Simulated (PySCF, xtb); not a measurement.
ClGe, SMILES [Ge][Cl] (connectivity only; charge and spin as stated), charge +1, multiplicity 1.

xtb 6.7.1 with GFN2-xTB at its own geometry gives an orbital gap of 4.22 eV.

Geometry optimised at r2SCAN-D4/def2-TZVP. The multiplicity is an assumed one; other spin states were not compared.

What does HF/def2-TZVPD run with PySCF give? (Estimate from the structure and the level; the computed values follow.)

gap 12.29 eV (levels -18.58 and -6.29 eV).
